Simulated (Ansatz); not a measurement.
Coupled-cluster diagnostics for the cluster PbS2, Ansatz.

Geometry of the singlet (PBE-D4/def2-TZVP):

Cartesian coordinates in Å:
```
Pb -0.777 1.973 0.663
S 0.048 -0.121 -0.041
S 0.730 -1.852 -0.622
```

In the def2 sets Pb takes a core potential; there is no spin–orbit coupling. Correlated methods freeze 14 core orbitals; core or outer-core shells of Pb are correlated, in sets that lack core-valence functions. Another isomer (singlet) lies 1.41 eV lower at PBE0-D4/def2-TZVP; other spin states weren't run for this one.

Q: Estimate the CCSD(T) correlation energy, the shares of MP2 and (T), T1 and the reference's ⟨S²⟩ for: charge 0, singlet, own geometry in def2-TZVPP; and the rough time on 4 threads of AMD EPYC 7R43 on a shared host.

A: 
| state | basis | correlation (eV) | MP2 share (%) | (T) share (%) | T1 | ⟨S²⟩ (pure) | wall time | remarks |
| --- | --- | --- | --- | --- | --- | --- | --- | --- |
| charge 0, singlet, own geometry | def2-TZVPP | -21.346 | 97.5 | 5.6 | 0.035 | 0.00 (0.00) | 7 s | large T1, restricted SCF unstable |
Customary marks for T1 are 0.02 (closed shells), 0.045 (open shells) and about 0.05 (3d metals). T1 exceeds 0.02 in 1 of 1 rows and 0.045 in 0; the higher it lies, the less the single-reference result can be trusted.
